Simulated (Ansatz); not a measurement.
Ideal-gas functions of H4OS2Si (`O[SiH](S)S`) at 600 K and 1 bar, from an Ansatz frequency run at PBE0-D4/def2-TZVP.

Molar mass 112.25 g/mol, point group C1 (symmetry number 1), electronic degeneracy 1, moments of inertia 115.039, 212.707, 300.395 u Å². Harmonic wavenumbers (cm⁻¹, unscaled): 140, 164, 213, 267, 273, 304, 470, 543, 668, 733, 780, 842, 884, 933, 2279, 2707, 2719, 3914.

Use S(trans) = R[1.5 ln M + 2.5 ln T − 1.1517]; rotational temperatures θ = 24.2544 K / I; S(rot) = R[ln(√π/σ · √(T³/θAθBθC)) + 1.5]; for each mode x = 1.438777 ν̃/T, S = R[x/(eˣ − 1) − ln(1 − e⁻ˣ)] and H = RT x/(eˣ − 1); 1 cm⁻¹ = 0.0119627 kJ/mol; R = 8.31446 J/(mol·K).

By hand: the entropy, in J/(mol·K).

Translation 182.3. Rotation: θ = 0.2108, 0.114, 0.0807 K, giving 123.0. Vibration, mode by mode: 17.43, 16.13, 13.99, 12.16, 11.98, 11.12, 7.75, 6.68, 5.23, 4.62, 4.22, 3.75, 3.47, 3.16, 0.23, 0.09, 0.09, 0.01, in all 122.1. Electronic 0.0. Sum 427.4 J/(mol·K).

By hand: H − E and G − E in kJ/mol, counted from the electronic energy.

Zero-point energy ½ × 18833 × 0.0119627 = 112.6; thermal vibration 37.8; translation, rotation and pV give 4 RT = 20.0. H − E = 170.4 kJ/mol, and G − E = 170.4 − 600 × 427.4/1000 = -86.0 kJ/mol.

Vibration gives 29 % of the entropy, 17.4 J/(mol·K) of it from the mode under 150 cm⁻¹: soft modes count most, and the harmonic formula is weakest for them. The sum counts one conformer and one mirror image; others add a mixing term.
